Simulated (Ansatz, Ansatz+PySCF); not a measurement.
```yaml
atoms:
  - { symbol: N, position_ang: [-0.0054, -0.0382, 0.1233] }
  - { symbol: H, position_ang: [0.9568, 0.0336, -0.2979] }
  - { symbol: H, position_ang: [-0.4775, 0.8326, -0.2138] }
  - { symbol: H, position_ang: [-0.4656, -0.8483, -0.2409] }
```

Basis set: def2-SVP (spherical functions). Frozen core: 1 orbital. Charge 0, multiplicity 1.

Computed with Ansatz (development build ahead of 0.2.0); each method stands on the lowest determinant of its kind that the runs found. Restricted open shells among the atoms or ions are ROHF, correlated in semicanonical orbitals with singles.

**Question.** Give the atomization energy at this shape (free ground-state atoms in the same class of orbitals less the molecule, no zero-point energy) of singlet NH₃ by RHF-MP2, RHF.

**Answer.**

```csv
method,atomization energy
RHF-MP2,1126.2 kJ/mol
RHF,824.7 kJ/mol
```
